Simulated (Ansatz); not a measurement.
Relaxation of CH2FOSi (6 atoms, charge 0, multiplicity 2), to a largest force component of 0.02 eV/Å in at most 50 steps.

Method: UKS CAM-B3LYP-D4/cc-pVDZ in Ansatz 0.2.0.

```xyz
6
Properties=species:S:1:pos:R:3
O -0.179 1.351 -1.409
C -0.584 0.397 -0.745
Si 0.375 -0.360 0.634
F 1.845 0.159 1.011
H -1.578 -0.038 -0.948
H 0.121 -1.509 1.457
```

Task: Where does it end, and by what steps?

Result: The forces met the threshold. After 10 steps the energy has fallen by 0.355 eV; Si3 moved furthest, 0.41 Å.

```tsv
step	energy less start (eV)	largest force component (eV/Å)	accepted
0	0.0000	1.082	yes
1	-0.0764	0.574	yes
2	-0.1831	1.478	yes
3	-0.2932	1.275	yes
4	-0.3356	0.576	yes
5	-0.3250	0.504	no
6	-0.3538	0.136	yes
7	-0.3545	0.090	yes
8	-0.3552	0.045	yes
9	-0.3553	0.024	yes
10	-0.3554	0.013	yes
```

```xyz
6
Properties=species:S:1:pos:R:3
O -0.080 1.186 -1.461
C -0.572 0.398 -0.691
Si 0.265 -0.131 0.957
F 1.872 0.203 0.905
H -1.586 -0.048 -0.884
H 0.102 -1.607 1.173
```

Time of the run: 23 s on 2 threads of Arm Neoverse V2, on a shared host, peak memory 0.18 GiB.
